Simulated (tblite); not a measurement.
Species: C₃H₆GeNS (doublet state).
Bonds: C1–Ge2, Ge2–S3, S3–C4, C4–C5, C5–N6 (triple). Hydrogens: H7, H8 on C1; H9, H10 on Ge2; H11, H12 on C4.
Bond orders are those of one Lewis drawing.

Computed with GFN2-xTB (tblite), gas phase: L-BFGS steps from a force-field or distance-geometry start until the largest atomic force falls under 0.01 eV/Å.

Step 39: E = -475.0109 eV
```
atom  x, y, z in Å  |  force x, y, z in eV/Å
C1      2.5349   -0.7428    0.1394   -0.007  -0.012   0.009
Ge2     1.0831    0.4131   -0.2643    0.029  -0.015  -0.012
S3     -0.6486   -0.9280   -0.8129    0.019   0.010   0.035
C4     -1.8768   -0.4138    0.4619    0.006  -0.008   0.005
C5     -2.2248    0.9606    0.2674   -0.038  -0.006  -0.048
N6     -2.4620    2.0615    0.0686    0.006   0.027   0.025
H7      2.7951   -1.5719   -0.4979    0.007   0.063  -0.008
H8      3.0306   -0.7190    1.0939   -0.013  -0.019  -0.002
H9      1.3098    1.3468   -1.4273   -0.019  -0.032   0.012
H10     0.6572    1.2243    0.9340    0.010  -0.008  -0.022
H11    -2.7427   -1.0609    0.3208   -0.018   0.009  -0.018
H12    -1.4544   -0.5705    1.4550    0.019  -0.009   0.024
```

Step 40: E = -475.0113 eV
```
atom  x, y, z in Å  |  force x, y, z in eV/Å
C1      2.5346   -0.7417    0.1394   -0.008  -0.011   0.001
Ge2     1.0825    0.4129   -0.2661    0.018  -0.032   0.001
S3     -0.6506   -0.9315   -0.8119    0.055   0.010   0.014
C4     -1.8759   -0.4150    0.4607   -0.033   0.017   0.038
C5     -2.2226    0.9604    0.2651   -0.037   0.006  -0.039
N6     -2.4576    2.0622    0.0682    0.011  -0.002   0.024
H7      2.8010   -1.5667   -0.5003    0.007   0.060  -0.010
H8      3.0227   -0.7226    1.0978   -0.012  -0.018   0.001
H9      1.3052    1.3482   -1.4269   -0.015  -0.028  -0.004
H10     0.6604    1.2232    0.9338    0.001  -0.007  -0.018
H11    -2.7446   -1.0601    0.3245   -0.007   0.011  -0.028
H12    -1.4537   -0.5703    1.4545    0.020  -0.004   0.020
```

Task: Estimate the geometry and energy of step 41. (The exact step hangs on the optimiser's Hessian estimate; all steps are aligned on step 40, rigid shifts and turns removed.)

Result: E = -475.0119 eV, largest force 0.091 eV/Å
```
atom  x, y, z in Å  |  force x, y, z in eV/Å
C1      2.5329   -0.7408    0.1400    0.001  -0.008   0.001
Ge2     1.0815    0.4122   -0.2682    0.003  -0.037   0.017
S3     -0.6517   -0.9357   -0.8109    0.071   0.007   0.000
C4     -1.8749   -0.4160    0.4602   -0.061   0.035   0.058
C5     -2.2200    0.9600    0.2618   -0.030   0.023  -0.020
N6     -2.4512    2.0634    0.0677    0.013  -0.034   0.020
H7      2.8083   -1.5590   -0.5039    0.011   0.046  -0.018
H8      3.0130   -0.7276    1.1026   -0.013  -0.017   0.002
H9      1.2990    1.3498   -1.4263   -0.008  -0.024  -0.022
H10     0.6624    1.2214    0.9327   -0.008  -0.005  -0.011
H11    -2.7465   -1.0589    0.3287    0.008   0.010  -0.035
H12    -1.4516   -0.5697    1.4542    0.013   0.003   0.009
```

The energy changes by -0.0005 eV. The first-order estimate −F·Δx gives -0.0007 eV and the mean of the old and new forces, exact on a quadratic surface, -0.0005 eV. The step makes an angle of 75° with the force vector and moves no atom by more than 0.012 Å.

The cost below is that of the whole relaxation. Hardware: one thread of an Arm Neoverse V2, on a shared host. Cost: 0.64 s wall.
